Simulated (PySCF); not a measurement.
Job file and geometry (Å, from GFN2-xTB) of an NMR shielding run on SMILES C[C@H]1CO[Si](C)(C)C1, C₆H₁₄OSi, GIAO PBE0/pcSseg-1 NMR shielding, non-relativistic, gas phase (PySCF); density fitting, a coarse starting grid and PySCF grid level 2 are the driver's defaults:

```
$ OMP_NUM_THREADS=1 python probes_run.py task.json out

{"job": {"kind": "nmr", "xc": "PBE0", "basis": "pcSseg-1"}, "charge": 0, "multiplicity": 1}
C     -2.893980    -0.217244    -0.154343
C     -1.484016     0.209307     0.229202
C     -0.875526    -0.707565     1.296913
O      0.513225    -0.499506     1.363835
Si     1.174200     0.077921    -0.031471
C      2.025659     1.747987     0.287109
C      2.388998    -1.174045    -0.786068
C     -0.500329     0.206197    -0.943139
H     -2.887167    -1.221677    -0.573201
H     -3.304480     0.462441    -0.897720
H     -3.547160    -0.211789     0.716179
H     -1.515303     1.221706     0.646197
H     -1.062868    -1.757133     1.039736
H     -1.293468    -0.511347     2.287700
H      1.324801     2.507534     0.620413
H      2.786857     1.644299     1.053654
H      2.513030     2.113042    -0.610430
H      1.931854    -2.144798    -0.951055
H      3.235766    -1.319303    -0.123681
H      2.774138    -0.819773    -1.735648
H     -0.676621    -0.670715    -1.566958
H     -0.638020     1.083847    -1.568859
```

**Question.** What does the program print?

**Answer.** 
```
coarse grid: 17912 points
cycle   1  E = -601.1166078825  dE =  8.066e-01  |g| = 7.972e-01  |ddm| = 4.055e+00
cycle   2  E = -601.0182253379  dE =  9.838e-02  |g| = 1.086e+00  |ddm| = 1.777e+00
cycle   3  E = -601.2470983179  dE = -2.289e-01  |g| = 1.470e-01  |ddm| = 1.217e+00
cycle   4  E = -601.2512774292  dE = -4.179e-03  |g| = 3.159e-02  |ddm| = 1.393e-01
cycle   5  E = -601.2515006113  dE = -2.232e-04  |g| = 6.213e-03  |ddm| = 3.128e-02
cycle   6  E = -601.2515077275  dE = -7.116e-06  |g| = 2.420e-03  |ddm| = 7.805e-03
final grid: 165592 points
cycle   7  E = -601.3105075039  dE = -3.899e-05  |g| = 1.313e-02  |ddm| = 2.933e-02
cycle   8  E = -601.3104724231  dE =  3.508e-05  |g| = 1.873e-02  |ddm| = 2.555e-02
cycle   9  E = -601.3105451505  dE = -7.273e-05  |g| = 1.857e-03  |ddm| = 1.582e-02
cycle  10  E = -601.3105458452  dE = -6.947e-07  |g| = 1.855e-04  |ddm| = 1.830e-03
cycle  11  E = -601.3105458505  dE = -5.281e-09  |g| = 8.212e-05  |ddm| = 2.596e-04
cycle  12  E = -601.3105458520  dE = -1.465e-09  |g| = 2.418e-05  |ddm| = 9.123e-05
cycle  13  E = -601.3105458521  dE = -1.348e-10  |g| = 3.238e-06  |ddm| = 2.223e-05
converged SCF energy = -601.3105458521

GIAO shielding tensors (ppm)
atom      isotropic    diamagn.    paramagn.     s11        s22        s33       span
  0 C      166.150     245.258     -79.108    148.925    160.836    188.690     39.766
  1 C      149.413     253.084    -103.671    131.102    153.822    163.315     32.214
  2 C      108.904     245.186    -136.281     69.047    104.574    153.093     84.046
  3 O      277.616     399.427    -121.812    234.841    266.133    331.873     97.031
  4 Si     314.457     881.707    -567.250    285.001    299.977    358.393     73.392
  5 C      185.964     255.645     -69.681    177.989    185.022    194.882     16.893
  6 C      186.495     255.256     -68.762    178.577    185.444    195.464     16.887
  7 C      162.905     256.660     -93.755    146.194    158.379    184.141     37.946
  8 H       31.163      30.215       0.948     27.159     29.486     36.842      9.683
  9 H       30.343      29.111       1.232     25.767     28.038     37.224     11.458
 10 H       30.541      28.493       2.048     25.513     27.803     38.306     12.793
 11 H       29.767      34.636      -4.869     25.725     28.637     34.940      9.214
 12 H       28.332      32.224      -3.892     22.991     28.163     33.841     10.850
 13 H       27.439      30.628      -3.190     22.409     27.321     32.586     10.176
 14 H       31.600      32.956      -1.356     26.667     30.216     37.918     11.251
 15 H       31.409      30.187       1.223     27.276     28.713     38.239     10.963
 16 H       31.948      30.760       1.188     27.795     29.069     38.979     11.184
 17 H       31.617      32.325      -0.709     26.781     29.751     38.319     11.537
 18 H       31.372      29.827       1.545     27.089     28.769     38.257     11.168
 19 H       31.855      30.678       1.177     27.787     29.105     38.674     10.886
 20 H       31.454      35.172      -3.718     26.874     30.859     36.630      9.756
 21 H       30.884      34.439      -3.554     27.317     28.641     36.696      9.379
```

**Question.** Turn these shieldings into chemical shifts. δ = σ(ref) − σ, references computed at the same level: ¹³C (σ = 186.93 ppm) and ²⁹Si (σ = 349.16 ppm) and ¹H (σ = 31.72 ppm) against TMS; ¹⁷O (σ = 336.08 ppm) against H2O.

**Answer.** Averaging equivalent atoms: C 2: 78.0; C 1: 37.5; C 7: 24.0; C 0: 20.8; C 5: 1.0; C 6: 0.4; O 3: 58.5; Si 4: 34.7; H 13: 4.28; H 12: 3.39; H 11: 1.95; H 8/9/10: 1.03; H 21: 0.83; H 20: 0.26; H 17/18/19: 0.10; H 14/15/16: 0.06 ppm. Experimental scales use liquid or dissolved standards, which lie at an offset from isolated H2O (liquid H2O: subtract about 36 ppm).

Size and cost of the density-fitted run: 213 basis functions, 98 s wall time on 1 thread of an Arm Neoverse N1, shared host; peak memory 1 GiB.
